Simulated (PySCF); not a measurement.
C5H10N2Si.
Geometry (PBE0-D3(BJ)/def2-SVP, Å), atoms numbered from 1 in this order:
```
atom  x, y, z in Å
C1     3.423   -1.428   -0.119
C2     2.469   -0.859    0.382
Si3    1.034    0.004    1.158
N4     0.683    1.590    0.560
C5    -0.440    1.538   -0.364
C6    -1.341    0.402    0.123
N7    -0.474   -0.649    0.613
C8    -1.079   -1.894    0.987
H9     4.262   -1.930   -0.566
H10    1.301   -0.037    2.627
H11    1.389    2.286    0.355
H12   -0.999    2.489   -0.371
H13   -0.125    1.333   -1.407
H14   -2.029    0.770    0.916
H15   -1.974    0.034   -0.705
H16   -1.616   -2.351    0.135
H17   -1.807   -1.792    1.818
H18   -0.310   -2.614    1.306
```

Linear response at wB97X-D/def2-SVPD (PySCF, frozen core in the response, non-relativistic).

Static isotropic polarisability: 96.40 au (14.29 Å³), principal values 83.0, 90.8, 115.3 au.

What is the polarisability at 1064 nm and at the sodium D line?

97.27 au at 1064 nm (+0.9 %), 99.32 au at 589.3 nm (+3.0 %). The rise at 589.3 nm is 3.37 times that at 1064 nm; a pure ω² law gives 3.26. The lowest singlet lies at 231 nm, shorter than both wavelengths.

What is the isotropic C6 coefficient between two such molecules, C6 = (3/π)∫α(iω)² dω?

3692 au (Eh·bohr⁶) by a ten-point quadrature over imaginary frequencies, which is 2210 eV·Å⁶ or 213 J·nm⁶/mol.

Which effective excitation energy ω̄ makes London's formula C6 = (3/4)α²ω̄ exact here?

ω̄ = 4·C6/(3α²) = 0.530 Eh = 14.4 eV. A one-pole form α(ω) = α/(1 − ω²/ω̄²) fitted to the 1064 nm value gives 12.3 eV.

What molar refraction at the D line follows from R = (4π/3)·N_A·α′, with α′ the polarisability volume?

α′ = 14.72 Å³ gives R = 37.13 cm³/mol, for isolated, non-vibrating species.

How anisotropic is the static polarisability, by Δα² = ½[(α1 − α2)² + (α2 − α3)² + (α3 − α1)²]?

Δα = 29.2 au, or 0.30 of the isotropic value.

How many electrons N does the Slater–Kirkwood formula C6 = (3/4)·√N·α^(3/2) need to give this C6?

N = (4·C6/3)²/α³ = 27.0; the species has 68 electrons in all.

What three-body coefficient follows from the one-pole estimate C9 = (3/4)·α·C6?

267000 au. This is an estimate from the two numbers above, not a computed integral.

The lowest 6 singlets have (eV, f): 5.37, 0.008; 5.84, 0.004; 5.89, 0.019; 6.03, 0.009; 6.31, 0.001; 6.36, 0.008. What share of the static polarisability do they carry in the sum over states α = Σ f/ω²?

1.04 au, 1.1 % of α; the largest term, 0.41 au, is that of the state at 5.89 eV. Their oscillator strengths add up to 0.05. Higher states carry the rest.

One conformer stands for the species.

The pairwise dispersion term of wB97X-D wasn't added to the energies; at a given geometry it leaves orbitals and properties as they are.
